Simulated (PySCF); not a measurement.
Tc⁺: excitation energy

Tc⁺ [Kr] 4d5 5s1 (7S) → Tc⁺ [Kr] 4d4 5s1 6s1 (7D), as a difference of total energies. All numbers are calculated (PySCF 2.14, a scalar-relativistic core potential, in aug-cc-pVTZ-PP with ECP28MDF (6s6p5d3f2g, 88 functions)). Correlated levels: valence: 4s2 4p6 frozen. The calculations carry no spin-orbit coupling.

| method | excitation energy (cm⁻¹) |
| --- | --- |
| UHF | 111450 |
| LDA | 116050 |
| PBE | 114740 |
| r2SCAN | 117090 |
| HSE06 | 115300 |
| M06-2X | 114910 |
| TPSS | 114310 |
| CAM-B3LYP | 114630 |
| MP2 (valence) | 116010 |
| SCS-MP2 (valence) | 112970 |

The promoted electron is Rydberg-like, and one or two diffuse shells describe it only roughly, which tends to raise the upper state.
